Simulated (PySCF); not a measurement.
# What a mistake does to a calculation on BGeH4NO

These are calculations, not measurements. The program is PySCF 2.14.0, an open-source quantum chemistry code, run on an isolated molecule that a program drew, which may never have been made. The molecule is BGeH4NO (charge 0, singlet), drawn as the SMILES string `OB[NH][GeH]`.

Each row is a Hartree-Fock (HF) and frozen-core CCSD(T) single point in the cc-pVDZ basis, meant for a local HF minimum. Run 1 is clean. Each other run has one planted mistake out of seven kinds, and not every kind appears here: one electron removed, one electron added, multiplicity raised by two, geometry at a saddle point, minimal basis STO-3G, one bond length entered in bohr, all coordinates scaled. The reference is restricted for singlets and unrestricted otherwise, and also for a bond in bohr. Adding or removing an electron swaps singlet and doublet. Electrons count all cores. HOMO and LUMO are orbital energies over both spins, the gradient is its largest component, and the lowest frequency (negative if imaginary) is given only where the gradient is small. Bond lengths are over the 7 bonds as drawn. T1 is the CCSD diagnostic: over 0.02 (restricted) or 0.045 (unrestricted) a single reference is doubtful. Germanium has the cc-pVDZ-PP basis, with a core potential (ECP10MDF) in place of its 10 inner electrons, and its 3s, 3p and 3d shells are frozen in CCSD(T).

Geometry of the clean run:
```xyz
8
BGeH4NO, angstrom
O    -1.5331   -1.7515    2.1260
B    -0.6224   -0.8674    1.6314
N    -0.5552    0.4360    2.2057
Ge    0.5227    1.8779    1.8151
H    -1.5153   -2.5902    1.6938
H     0.1115   -1.1735    0.7303
H    -1.2133    0.5856    2.9523
H     1.3136    1.1529    0.6490
```

| run | electrons | basis functions | <S^2> | HOMO (eV) | LUMO (eV) | gradient (hartree/bohr) | lowest frequency (cm^-1) | mean bond (Å) | longest bond (Å) | T1 | HF (hartree) | CCSD(T) (hartree) | mistake |
|---|---|---|---|---|---|---|---|---|---|---|---|---|---|
| 1 | 56 | 85 | 0.000 | -9.06 | 1.11 | 6.8e-06 | 114 | 1.3381 | 1.842 | 0.0163 | -449.79926 | -450.36927 | no fault |
| 2 | 56 | 85 | 2.008 | -7.10 | -0.29 | 2.7e-02 | - | 1.3381 | 1.842 | 0.0170 | -449.73433 | -450.28461 | multiplicity raised by two |
| 3 | 55 | 85 | 0.777 | -16.92 | -7.25 | 6.7e-02 | - | 1.3381 | 1.842 | 0.0235 | -449.50042 | -450.04906 | one electron removed |
| 4 | 56 | 85 | 0.000 | -8.97 | 1.21 | 2.3e-02 | - | 1.3100 | 1.803 | 0.0155 | -449.79548 | -450.36120 | ? |

**Which mistake was planted in run 4, and what did it cost?**

The mean and the longest bond both change by the same factor, 0.979, and the gradient is no longer small. So the mistake is: all coordinates scaled. Subtracting run 1 and multiplying by 627.51 kcal/mol a hartree, the energy moved by 2.4 kcal/mol in HF and 5.1 kcal/mol in CCSD(T).

